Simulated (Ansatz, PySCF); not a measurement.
Process, species as SMILES: C[Si](C)(O)O [dihydroxy(dimethyl)silane] → [CH2][Si](C)(O)O + H atom (the C-H bond at the site shown breaks; other sites are not compared here)
Structures are relaxed separately at B3LYP-D3(BJ)/def2-TZVP in Ansatz (a first-principles code), one conformer each, not searched for the lowest.

Property: bond dissociation energy (enthalpy at 298 K, with B3LYP-D3(BJ) rigid-rotor harmonic-oscillator terms from PySCF), in kcal/mol. Cores are frozen in the correlated levels unless marked. Open shells are spin-unrestricted. Spin-orbit coupling is left out. Non-relativistic. CBS marks a two-point X^-3 extrapolation of the correlation energy; Hartree-Fock from the larger set.

| level | program | bond dissociation energy (kcal/mol) | minus last row |
|---|---|---|---|
| HF/cc-pV(Q+d)Z | Ansatz | 73.2 | -27.4 |
| PBE/def2-TZVPD | Ansatz | 97.1 | -3.5 |
| r2SCAN/def2-TZVPD | Ansatz | 95.5 | -5.1 |
| r2SCAN-D4/def2-TZVPD | Ansatz + dftd4 | 95.7 | -4.9 |
| r2SCAN0-D4/def2-TZVPD | Ansatz + dftd4 | 95.7 | -4.9 |
| HSE06-D4/def2-TZVPD | Ansatz + dftd4 | 97.2 | -3.4 |
| LC-wPBE-D4/def2-TZVPD | Ansatz + dftd4 | 97.0 | -3.6 |
| MP2/6-31G* | Ansatz | 91.0 | -9.6 |
| RI-MP2/CBS(cc-pV(T+d)Z,cc-pV(Q+d)Z) | Ansatz | 100.9 | 0.3 |
| SCS-MP2/6-31G | Ansatz | 88.7 | -11.9 |
| CCSD/cc-pV(T+d)Z | Ansatz | 98.1 | -2.5 |
| CCSD(T)/STO-3G | Ansatz | 115.2 | 14.6 |
| CCSD(T)/cc-pV(T+d)Z | Ansatz | 99.1 | -1.5 |
| CCSD(T)/cc-pwCVTZ | Ansatz | 99.2 | -1.4 |
| CCSD(T)/CBS(cc-pV(T+d)Z,cc-pV(Q+d)Z) | Ansatz | 100.6 | 0.0 |
